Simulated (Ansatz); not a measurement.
Geometry optimisation, Ansatz, RKS B3LYP-D4/STO-3G.

Input:

```yaml
crystal:
  periodic: [false, false, false]
  atoms:
    - { symbol: C, position_ang: [0.7032, -1.4685, -2.6502] }
    - { symbol: Si, position_ang: [0.9928, -0.5405, -1.0798] }
    - { symbol: O, position_ang: [-0.3559, 0.2872, -0.5114] }
    - { symbol: Si, position_ang: [-0.6293, 1.3281, 0.74] }
    - { symbol: O, position_ang: [-2.2922, 1.75, 0.5391] }
    - { symbol: Si, position_ang: [-0.3342, 0.3438, 2.8276] }
    - { symbol: H, position_ang: [0.3809, -0.723, -3.4451] }
    - { symbol: H, position_ang: [-0.1117, -2.1376, -2.5467] }
    - { symbol: H, position_ang: [1.5454, -1.9429, -2.9715] }
    - { symbol: H, position_ang: [1.421, -1.5083, -0.0191] }
    - { symbol: H, position_ang: [2.0976, 0.4249, -1.2475] }
    - { symbol: H, position_ang: [0.1453, 2.5474, 0.6352] }
    - { symbol: H, position_ang: [-2.8251, 1.286, -0.138] }
    - { symbol: H, position_ang: [1.0728, -0.0448, 2.9838] }
    - { symbol: H, position_ang: [-0.6802, 1.2456, 3.9411] }
    - { symbol: H, position_ang: [-1.1533, -0.8701, 2.9868] }
basis:
  gaussian: { orbitals: STO-3G }
hamiltonian:
  xc: b3lyp
  dispersion: d4
relax:
  f_tol: 0.02
  max_steps: 40
scf:
  lower_state_search: "off"
output:
  orbitals: {}
```

Launched with:

```bash
$ ansatz run input.yaml --threads 1 --pin off --max-ram 2048MiB --backend cpu --events-out ev --progress --plain --runs-dir out
```

Task: Where does it end, and by what steps?

Result: The run converged. The force dipped under the threshold on the way, but the program's further checks kept it going. Limits of this set-up: minimal basis. After 11 steps the energy has fallen by 0.718 eV; H13 moved furthest, 0.61 Å.

| step | energy less start (eV) | largest force component (eV/Å) | accepted |
| --- | --- | --- | --- |
| 0 | 0.0000 | 4.204 | yes |
| 1 | -0.5526 | 0.685 | yes |
| 2 | -0.6146 | 0.747 | yes |
| 3 | -0.6865 | 0.400 | yes |
| 4 | -0.7079 | 0.072 | yes |
| 5 | -0.7055 | 0.707 | no |
| 6 | -0.7130 | 0.054 | yes |
| 7 | -0.7161 | 0.212 | yes |
| 8 | -0.7181 | 0.015 | yes |
| 9 | -0.7183 | 0.020 | yes |
| 10 | -0.7182 | 0.036 | no |
| 11 | -0.7185 | 0.010 | yes |

```xyz
16
Properties=species:S:1:pos:R:3
C 0.736 -1.454 -2.588
Si 0.950 -0.462 -1.014
O -0.548 0.243 -0.657
Si -0.660 1.314 0.657
O -2.195 2.057 0.488
Si -0.349 0.270 2.666
H 0.432 -0.815 -3.426
H -0.028 -2.233 -2.469
H 1.675 -1.947 -2.867
H 1.382 -1.336 0.063
H 1.983 0.542 -1.196
H 0.278 2.418 0.524
H -2.855 1.276 0.469
H 1.027 -0.138 2.837
H -0.679 1.154 3.761
H -1.173 -0.911 2.796
```

Whether the end is a true minimum wasn't checked by a vibrational analysis.

Run time: 34 s on 1 thread of Intel(R) Xeon(R) Platinum 8488C (Sapphire Rapids) (shared host), peak memory 0.15 GiB.
